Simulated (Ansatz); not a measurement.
System: CH3AlF, net charge 1, singlet state. It need not be the lowest isomer of its formula. SMILES: [CH3][Al+][F]
Structure (B3LYP-D3(BJ)/def2-TZVP (Ansatz, an electronic-structure program) minimum search):
```
C
H 1 1.0918
H 1 1.0918 2 110.24
H 1 1.0918 2 110.24 3 -121.93
Al 1 1.9125 2 108.69 4 -119.03
F 5 1.6058 2 155.43 1 180.00
```
Charge +1, spin multiplicity 1.

Parts of the frozen-core correlation energy in 6-31G* (Ansatz, hartree). Frozen orbitals: 7; correlated occupied orbitals by spin: 8 and 8; virtual: 40 and 40. Spin-orbit coupling is left out. Non-relativistic.

```json
[
 {"term": "reference (HF)", "value": "-380.75294"},
 {"term": "MP2 opposite-spin", "value": "___"},
 {"term": "MP2 same-spin", "value": "___"},
 {"term": "CCSD correlation", "value": "-0.36668"},
 {"term": "(T)", "value": "___"},
 {"term": "T1 diagnostic", "value": "0.016"},
 {"term": "largest doubles amplitude", "value": "0.057"}
]
```

Question: Complete the blanks.

Answer: 
- MP2 opposite-spin, value: -0.26006
- MP2 same-spin, value: -0.08765
- (T), value: -0.00828
